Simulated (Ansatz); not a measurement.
Consider the formal loss of a carbene: `COC(S)=[Se]` → `[CH2]` (triplet) + `OC(S)=[Se]`.

Gas-phase electronic energies from Ansatz, PBE0-D4/def2-TZVP geometries. CCSD(T)/CBS is the MP2 limit (def2-TZVPP, def2-QZVPP) plus CCSD(T) − MP2 in def2-TZVPP, frozen cores. This one scheme is used for every species. DFT in def2-TZVPP. B3LYP here is the variant with VWN-RPA as its local correlation; programs differ in this. HSE06 is defined as in plane-wave codes. Triplets are unrestricted, without spin–orbit coupling. For Se outer-core shells are correlated without core-valence functions, which leaves a few kJ/mol of doubt a bond. Scalar relativity is left out up to krypton. Each species was taken in one conformer, which may not be the lowest.

`COC(S)=[Se]`:

```xyz
9

C    -1.124   -0.431    0.899
O    -0.384   -0.594   -0.307
C     0.631    0.212   -0.545
S     1.324   -0.237   -2.081
Se    1.208    1.536    0.507
H    -1.896   -1.196    0.865
H    -1.560    0.568    0.938
H    -0.470   -0.568    1.761
H     2.273    0.709   -2.039
```

`[CH2]` (triplet):

```xyz
3

C    -0.016    0.275    0.002
H     0.882   -0.083   -0.476
H    -0.866   -0.193    0.474
```

`OC(S)=[Se]`:

Cartesian coordinates in Å:
```
O -0.412 1.054 -0.842
C -0.060 0.101 0.012
S 0.826 -1.127 -0.835
Se -0.466 0.136 1.748
H -0.903 1.720 -0.336
H 1.015 -1.885 0.253
```

| level | ΔE (kcal/mol) | difference from CCSD(T)/CBS |
| --- | --- | --- |
| LDA (SPW92) | 111.9 | 17.0 |
| BLYP-D4 | 94.0 | -0.9 |
| r2SCAN-D4 | 89.1 | -5.8 |
| B97M-V | 94.6 | -0.3 |
| PBE0-D4 | 93.6 | -1.3 |
| B3LYP-D4 | 93.7 | -1.2 |
| r2SCANh-D4 | 88.6 | -6.3 |
| r2SCAN0-D4 | 87.9 | -7.0 |
| BHLYP-D4 | 90.9 | -4.0 |
| CAM-B3LYP-D4 | 94.8 | -0.1 |
| ωB97X-V | 97.7 | 2.8 |
| ωB97M-V | 95.1 | 0.2 |
| B2PLYP | 92.8 | -2.1 |
| PBE-QIDH | 93.4 | -1.5 |
| PBE | 94.2 | -0.7 |
| revPBE | 87.9 | -7.0 |
| BLYP | 90.3 | -4.6 |
| r2SCAN | 88.6 | -6.3 |
| PBE0 | 92.1 | -2.8 |
| B3LYP | 91.0 | -3.9 |
| r2SCANh | 88.1 | -6.8 |
| r2SCAN0 | 87.3 | -7.6 |
| HSE06 | 92.3 | -2.6 |
| BHLYP | 88.8 | -6.1 |
| CAM-B3LYP | 93.2 | -1.7 |
| RPA@PBE/def2-TZVPP | 91.7 | -3.2 |
| HF/def2-SVP | 62.6 | -32.3 |
| MP2/def2-SVP | 93.1 | -1.8 |
| CCSD/def2-SVP | 89.4 | -5.5 |
| CCSD(T)/def2-SVP | 91.6 | -3.3 |
| HF/def2-TZVPP | 60.3 | -34.6 |
| SCS-MP2/def2-TZVPP | 95.9 | 1.0 |
| CCSD/def2-TZVPP | 89.5 | -5.4 |
| CCSD(T)/def2-TZVPP | 92.4 | -2.5 |
| HF/def2-QZVPP | 60.3 | -34.6 |
| MP2/def2-QZVPP | 96.7 | 1.8 |
| SCS-MP2/def2-QZVPP | 97.7 | 2.8 |
| HF/CBS(def2) | 60.4 | -34.5 |
| MP2/CBS(def2) | 97.7 | 2.8 |
| CCSD/CBS(def2) | 92.0 | -2.9 |
| CCSD(T)/CBS | 94.9 | 0 |

Largest T1 diagnostic among the species: 0.017.

Leaving LDA and LC-ωPBE aside and taking each functional with its dispersion term where it has one, the values spread over 9.9 kcal/mol, from r2SCAN0-D4 to ωB97X-V. LDA lies +17.7 kcal/mol from PBE without D4. From PBE to PBE0 (25 % exact exchange), in def2-TZVPP and without D4, ΔE moves by −2.1 kcal/mol. At CCSD(T), def2-SVP lies −3.3 kcal/mol from the extrapolated value and def2-TZVPP −2.5 kcal/mol.

CCSD(T)/CBS has its own doubt, a few kJ/mol and more with outer-core shells, so smaller differences from it don't rank the levels.
